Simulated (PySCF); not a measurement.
C2H3ClFNSi, SMILES Cl[Si@](F)(C#C)N.

Coordinates come from a B3LYP-D3(BJ)/def2-SVP optimisation. The structure was generated by enumeration; whether it is a known compound was not checked. Other conformers were not sampled.

These are PySCF 2.14.0 with B3LYP-D3(BJ)/def2-SVP values and carry that method's errors.

Frequencies are harmonic and unscaled.

| mode | ν (cm⁻¹) | IR (km/mol) | moving atoms (share of kinetic energy) |
|---|---|---|---|
| 1 | 111 | 1.2 | C 37 %, Cl 29 %, H 13 % |
| 2 | 122 | 7.6 | H 33 %, F 25 %, N 19 %, C 17 % |
| 3 | 166 | 1.8 | H 39 %, C 25 %, N 11 %, Si 9 % |
| 4 | 242 | 55.0 | H 38 %, F 26 %, C 19 %, Cl 9 % |
| 5 | 267 | 51.7 | H 47 %, F 25 %, Cl 13 % |
| 6 | 295 | 45.1 | H 51 %, N 20 %, Si 9 % |
| 7 | 309 | 71.8 | N 39 %, F 20 %, C 18 %, H 14 % |
| 8 | 357 | 27.4 | C 51 %, Cl 24 %, F 8 % |
| 9 | 396 | 23.4 | C 62 %, H 13 %, F 11 %, Si 8 % |
| 10 | 532 | 73.9 | Cl 32 %, Si 29 %, C 15 %, N 11 %, F 9 % |
| 11 | 654 | 91.1 | Si 36 %, C 35 %, H 18 % |
| 12 | 747 | 26.1 | H 75 %, C 25 % |
| 13 | 758 | 23.8 | H 75 %, C 25 % |
| 14 | 824 | 195.3 | H 57 %, Si 20 %, N 17 % |
| 15 | 866 | 184.5 | Si 39 %, F 33 %, N 18 % |
| 16 | 958 | 166.3 | Si 48 %, N 28 %, F 17 % |
| 17 | 1524 | 76.1 | H 88 %, N 12 % |
| 18 | 2164 | 64.4 | C 90 %, H 10 % |
| 19 | 3455 | 48.4 | H 86 %, C 14 % |
| 20 | 3587 | 56.9 | H 96 % |
| 21 | 3688 | 52.6 | H 91 %, N 9 % |
